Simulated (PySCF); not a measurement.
Excitation energy of Li by level of theory

Li [He] 2s1 (2S) → Li [He] 2p1 (2P), as a difference of total energies. Calculation: PySCF 2.14, in x2c-TZVPPall with one added diffuse shell each of s, p type (6s4p1d, 23 functions); scalar relativity by spin-free X2C-1e. Correlated levels: valence and next inner shell: nothing frozen. The calculations carry no spin-orbit coupling.

| method | excitation energy (eV) | error (eV) |
| --- | --- | --- |
| UHF | 1.936 | +0.088 |
| LDA | 1.686 | -0.162 |
| PBE | 1.644 | -0.204 |
| PBE0 | 1.724 | -0.124 |
| r2SCAN | 1.699 | -0.149 |
| PBEsol | 1.645 | -0.203 |
| BLYP | 1.611 | -0.237 |
| wB97M-V | 1.967 | +0.119 |
| MP2 (valence and next inner shell) | 1.943 | +0.095 |
| SCS-MP2 (valence and next inner shell) | 1.946 | +0.098 |

Reference: 1.848 eV (measured; NIST levels, between the centres of gravity of the two terms).

Errors of the correlated levels include the incompleteness of this basis.
